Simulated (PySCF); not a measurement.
From computed data to an observable: oscillator strength and radiative lifetime

C2H3ClF2Si, SMILES F/C=C(/F)[SiH2]Cl.

Geometry: PBE0-D3(BJ)/def2-SVP. The structure was generated by enumeration; whether it is a known compound was not checked. One conformer was computed; it need not be the lowest.

TDDFT-CAM-B3LYP/def2-SVPD run with PySCF puts the first singlet state with f over 0.02 at 6.35 eV (vertical), with the transition dipole (-1.233, 0.153, -0.476) in atomic units.

Problem. Find the oscillator strength, the wavelength and the radiative lifetime that this transition would have in vacuum if emission retraced absorption.

Solution. 
|μ|² = 1.7703 au, so |μ| = 3.38 D. ΔE = 6.35/27.211 = 0.2334 hartree. f = (2/3) ΔE |μ|² = 0.275 (the program prints 0.275).
λ = 1239.84/6.35 = 195 nm; ν = 51216 cm⁻¹.
Einstein's coefficient A = 0.6670 ν² f s⁻¹ (ν in cm⁻¹) = 4.8e8 s⁻¹, so τ = 1/A = 2.1 ns. This state is S1. The figure is the radiative limit of this one transition; relaxation, internal conversion, crossing to triplets and a medium change what is measured.
